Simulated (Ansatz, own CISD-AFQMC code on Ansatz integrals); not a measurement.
C2HNO, SMILES `O=c1cn1` (charge 0, multiplicity 1).

Z-matrix (Å, degrees):
```
C
N 1 1.3022
H 1 1.0877 2 134.70
C 1 1.3889 3 162.33 2 -180.00
O 4 1.1853 1 159.02 3 0.00
```
Charge 0, multiplicity 1.

Frozen-core correlation energies in cc-pVDZ at a geometry from PBE0-D3(BJ)/def2-TZVP, on an HF energy of -205.55743 Ha (<S^2> = 0.00). Wave-function levels are from Ansatz, the walk from an own CISD-AFQMC code on Ansatz integrals (time step 0.005/Ha, trial state from CCSD amplitudes, largest double 0.07).

| level | correlation energy (mHa) |
|---|---|
| MP2 | -580.0 |
| CCSD | -591.0 |
| CCSD(T) | -615.6 |

Task: What correlation energy does phaseless AFQMC give, and where does it lie among these levels?

Result: -619.1 ± 0.4 mHa (one standard error). AFQMC minus each level: MP2 -39.1 mHa, CCSD -28.1 mHa, CCSD(T) -3.4 mHa.
